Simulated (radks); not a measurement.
Values are calculated unless marked as measured or tabulated.
Problem. The table gives one normalised radial function P(r) = r R(r) of Eu27+ in [Kr] (r in bohr). Level of theory: scalar-relativistic Kohn-Sham, Slater X-alpha with alpha = 1.006, spin-unpolarised, spherical densities, finite nucleus; Fermi nuclear charge, rms radius 5.1115 fm (a radial shooting solver on a logarithmic mesh with Libxc functionals).

r,P
0.002365,0.4145
0.003417,0.5325
0.004897,0.6563
0.007075,0.7668
0.01014,0.8128
0.01465,0.7205
0.021,0.4069
0.03035,-0.1840
0.04349,-0.8970
0.06284,-1.3274
0.09007,-0.8653
0.1301,0.6246
0.1865,2.0582
0.2695,2.1210
0.3863,1.0494
0.5582,0.2194
0.8,0.0159
1.156,0.0002
1.657,0.0000

Which n and l does it have? It may be an empty orbital.

Solution. n = 3, l = 0: the number of nodes gives n - l - 1 = 2, the rise at small r (about r^(l+1), flatter next to the nucleus through relativity) gives l, and the extent must fit the shell. The curve is that of 3s. 3s: eigenvalue -2684.3 eV, 2 radial nodes at r = 0.0275, 0.114 bohr, <r> = 0.246 bohr, 90 % of the charge inside 0.360 bohr.
